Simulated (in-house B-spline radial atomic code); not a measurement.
## PBE excitations of Ag⁺

Method: PBE. Computed with a B-spline radial code for spherical atoms: linear response of the closed shell [Kr] 4d10 with the functional's adiabatic kernel; scalar-relativistic (spin-free one-electron X2C), finite nucleus, no spin-orbit coupling, no double excitations, S, P, D and F terms only; shells from n = 2 respond. Only terms of natural parity with L up to 3 were computed.

Command:
```bash
python run_td.py task.json out
```
Settings (radii: box in bohr, nucleus in fm):
```
Z                        47
electrons                46
configuration            [Kr] 4d10
hamiltonian              x2c
method                   pbe,pbe
box_radius               41.61
rms_radius               4.5454
intervals                74
```

Cost of the run: 3.9 s on 1 thread of Intel(R) Xeon(R) Platinum 8488C (Sapphire Rapids) (shared host).

The lowest states, in the order of their Tamm-Dancoff energies; the method's threshold (minus the highest occupied level) is 15.637 eV. Labels give the largest channel, * marks a mixed state, and oscillator strengths are full-response dipole values. Semilocal kernels can invert the small singlet-triplet splittings of Rydberg terms. Energies in eV:

| state | full response | Tamm-Dancoff | oscillator strength |
| --- | --- | --- | --- |
| 4d → 5s 3D | 3.954 | 3.992 | - |
| 4d → 5s 1D | 4.594 | 4.616 | - |
| 4d → 5p 3P | ? | ? | - |
| 4d → 5p 3F | 9.021 | 9.039 | - |
| 4d → 5p 1F | 9.246 | 9.248 | - |
| 4d → 5p 1P | 9.845 | 9.918 | 0.554 |
| 4d → 6s 3D | 12.681 | 12.684 | - |
| 4d → 6s 1D | 12.756 | 12.758 | - |
| 4d → 5d 3S | ? | ? | - |
| 4d → 5d 3D | 13.593 | 13.595 | - |

(1) Where does 4d → 5p 3P lie?

(2) Where does 4d → 5d 3S lie?

(3) How large is the singlet-triplet splitting of 4d → 5s (D terms) in Tamm-Dancoff?

(4) What polarisabilities and dispersion coefficient does the method give?

Results:

(1) At 8.920 eV in full response, 8.948 eV in Tamm-Dancoff.

(2) At 13.419 eV in full response, 13.426 eV in Tamm-Dancoff.

(3) 0.625 eV, from the unrounded values.

(4) Dipole 10.77 bohr³, quadrupole 74.21 bohr⁵, C6 64.62 hartree·bohr⁶ for two such species.
